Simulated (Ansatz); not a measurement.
`CCC(CC(C)c1ccc(OC(C)=O)cc1)c1ccc(OC(C)=O)cc1` with charge -1, relaxed as a doublet with UKS r2SCAN-D4/def2-SVP in Ansatz, starting from the r2SCAN-D4/def2-SVP geometry of the neutral singlet. Force threshold 0.03 eV/Å.

Single mean-field runs in def2-SVP are fitted with def2-universal-jkfit. The highest occupied level of the relaxed charge -1 doublet lies above zero (up to 1.52 eV). Energy differences disagree on whether the electron is bound (positive means bound): -0.50 eV (each at its own geometry, against the charge 0 singlet, at PBE0-D4/def2-TZVP), but 0.12 eV at PBE-D4/def2-TZVP. The gap within one spin of the relaxed charge -1 doublet nearly closes, so an electron or hole may be smeared out by delocalisation error.

Start:

```xyz
52

C     0.058   -4.618   -0.068
C    -0.492   -3.300   -0.597
C     0.297   -2.060   -0.129
C    -0.264   -0.792   -0.798
C     0.573    0.497   -0.638
C     0.430    1.175    0.731
C     0.236    1.466   -1.756
C    -1.036    2.055   -1.846
C    -1.355    2.926   -2.888
C    -0.395    3.224   -3.857
O    -0.758    4.148   -4.828
C    -0.479    3.921   -6.149
C    -0.953    5.086   -6.968
O     0.065    2.932   -6.564
C     0.881    2.662   -3.791
C     1.179    1.788   -2.743
C     0.347   -1.982    1.383
C     1.559   -2.106    2.076
C     1.610   -2.018    3.470
C     0.431   -1.814    4.186
O     0.533   -1.793    5.570
C    -0.068   -0.794    6.290
C     0.166   -1.021    7.755
O    -0.685    0.112    5.797
C    -0.797   -1.709    3.526
C    -0.826   -1.795    2.135
H     0.010   -4.664    1.032
H    -0.508   -5.474   -0.466
H     1.114   -4.753   -0.358
H    -1.550   -3.185   -0.297
H    -0.492   -3.310   -1.701
H     1.339   -2.183   -0.482
H    -0.353   -1.008   -1.877
H    -1.296   -0.608   -0.443
H     1.635    0.215   -0.772
H     0.995    2.120    0.751
H     0.796    0.539    1.548
H    -0.625    1.411    0.948
H    -1.797    1.832   -1.091
H    -2.343    3.389   -2.963
H    -0.392    5.988   -6.678
H    -2.014    5.289   -6.764
H    -0.800    4.875   -8.032
H     1.628    2.897   -4.551
H     2.179    1.342   -2.692
H     2.485   -2.262    1.513
H     2.553   -2.108    4.014
H     1.242   -1.138    7.954
H    -0.322   -1.959    8.061
H    -0.242   -0.181    8.328
H    -1.714   -1.551    4.095
H    -1.789   -1.703    1.623
```

```csv
step,energy (eV),largest force component (eV/Å),SCF passes
1,-31386.8873,1.600,66
2,-31386.9795,0.404,38
3,-31387.0089,0.350,37
4,-31387.0271,0.463,35
5,-31387.0454,0.409,36
6,-31387.0597,0.381,36
7,-31387.0708,0.392,38
8,-31387.0803,0.265,30
9,-31387.0885,0.164,35
10,-31387.0933,0.072,35
11,-31387.0954,0.199,27
12,-31387.0972,0.110,28
13,-31387.0982,0.167,29
14,-31387.0989,0.068,31
15,-31387.0991,0.036,32
16,-31387.0996,0.040,29
17,-31387.0999,0.060,29
18,-31387.1001,0.071,29
19,-31387.1003,0.038,20
20,-31387.1003,0.021,21
```

Force components are those of the run's own axes.

End:

Cartesian coordinates in Å:
```
C 0.0031 -4.5885 0.1308
C -0.5131 -3.2888 -0.4733
C 0.3018 -2.0448 -0.0598
C -0.2264 -0.8099 -0.8234
C 0.6467 0.4622 -0.7853
C 0.6082 1.1958 0.5644
C 0.2697 1.3836 -1.9289
C -0.9680 2.0684 -1.9515
C -1.3169 2.8940 -3.0127
C -0.4394 3.0754 -4.1024
O -0.8997 3.9368 -5.0669
C -0.3030 4.1985 -6.2766
C -1.0596 5.2909 -6.9783
O 0.7255 3.6758 -6.6898
C 0.8037 2.4060 -4.1062
C 1.1265 1.5803 -3.0278
C 0.3453 -1.8904 1.4423
C 1.5562 -1.9829 2.1600
C 1.6010 -1.8366 3.5414
C 0.4143 -1.5972 4.2737
O 0.5944 -1.4765 5.6276
C -0.3794 -1.2432 6.5659
C 0.2279 -1.2658 7.9403
O -1.5751 -1.1070 6.3301
C -0.8135 -1.4971 3.5805
C -0.8268 -1.6443 2.1955
H -0.0352 -4.5550 1.2311
H -0.5885 -5.4551 -0.2082
H 1.0542 -4.7674 -0.1552
H -1.5683 -3.1346 -0.1787
H -0.5149 -3.3619 -1.5771
H 1.3436 -2.2130 -0.4011
H -0.3428 -1.0988 -1.8839
H -1.2455 -0.5630 -0.4670
H 1.6915 0.1408 -0.9665
H 1.1925 2.1285 0.5060
H 1.0055 0.5812 1.3845
H -0.4264 1.4654 0.8352
H -1.6705 1.9497 -1.1192
H -2.2746 3.4232 -3.0271
H -0.6558 6.2887 -6.7110
H -2.1266 5.2860 -6.7103
H -0.9398 5.1729 -8.0657
H 1.4841 2.5367 -4.9453
H 2.0933 1.0619 -3.0399
H 2.4876 -2.1669 1.6105
H 2.5447 -1.9082 4.0901
H 1.3057 -1.0506 7.9166
H 0.0906 -2.2583 8.4161
H -0.2902 -0.5335 8.5794
H -1.7278 -1.3063 4.1394
H -1.7896 -1.5571 1.6779
```

By distances, no bond broke or formed. The bond that changes most is C22–O24, from 1.20 to 1.23 Å (atoms count from 1).

No frequencies were taken in this run, so the end may be a saddle point.

Hardware: 2 threads of AMD EPYC 7R13 on a shared host and a share (18 GiB) of an NVIDIA H100 80GB HBM3. Wall time 2.4 min.
